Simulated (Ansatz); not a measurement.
Ideal-gas functions of `[SH][AlH][Br]` at 500 K and 1 bar, from an Ansatz frequency run at PBE0-D4/def2-TZVP.

Molar mass 140.97 g/mol, point group Cs (symmetry number 1), electronic degeneracy 1, moments of inertia 34.464, 353.197, 387.661 u Å². Harmonic wavenumbers (cm⁻¹, unscaled): 126, 272, 384, 457, 524, 569, 710, 1992, 2708.

Use S(trans) = R[1.5 ln M + 2.5 ln T − 1.1517]; rotational temperatures θ = 24.2544 K / I; S(rot) = R[ln(√π/σ · √(T³/θAθBθC)) + 1.5]; for each mode x = 1.438777 ν̃/T, S = R[x/(eˣ − 1) − ln(1 − e⁻ˣ)] and H = RT x/(eˣ − 1); 1 cm⁻¹ = 0.0119627 kJ/mol; R = 8.31446 J/(mol·K).

Q: By hand: the entropy, in J/(mol·K).

A: Translation 181.3. Rotation: θ = 0.7038, 0.0687, 0.0626 K, giving 118.9. Vibration, mode by mode: 16.80, 10.56, 7.89, 6.61, 5.65, 5.09, 3.68, 0.18, 0.03, in all 56.5. Electronic 0.0. Sum 356.7 J/(mol·K).

Q: By hand: H − E and G − E in kJ/mol, counted from the electronic energy.

A: Zero-point energy ½ × 7742 × 0.0119627 = 46.3; thermal vibration 15.3; translation, rotation and pV give 4 RT = 16.6. H − E = 78.2 kJ/mol, and G − E = 78.2 − 500 × 356.7/1000 = -100.2 kJ/mol.

Vibration gives 16 % of the entropy, 16.8 J/(mol·K) of it from the mode under 150 cm⁻¹: soft modes count most, and the harmonic formula is weakest for them. The sum counts one conformer and one mirror image; others add a mixing term.
